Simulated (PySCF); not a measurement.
Radial density of Ti²⁺ (titanium, charge +2)

LC-wPBE, [Ar] 3d1 4p1, one real determinant (an excited configuration). All numbers are calculated (PySCF 2.14, the spin-free X2C one-electron Hamiltonian (Gaussian nucleus), in x2c-QZVPPall).

```csv
r (bohr),4πr²ρ (e/bohr),4πr²(ρα − ρβ)
0.00112,0.1421,0.0000
0.00189,0.3696,0.0000
0.00318,0.9410,0.0000
0.00534,2.313,-0.0001
0.00899,5.358,-0.0001
0.0151,11.20,-0.0002
0.0254,19.66,-0.0001
0.0428,25.93,0.0015
0.0719,23.11,0.0082
0.121,19.90,0.0254
0.203,27.58,0.0534
0.342,19.28,0.1601
0.576,7.752,0.5728
0.968,9.719,0.8143
1.63,2.713,0.4618
2.74,0.5085,0.4573
4.61,0.1390,0.1388
7.75,0.001642,0.0016
```

Densities and radii are taken from the X2C orbitals without a picture-change correction, which distorts them close to the nucleus.

⟨L²⟩ = 8.01 against 12 for a pure F term, so this real determinant mixes terms.
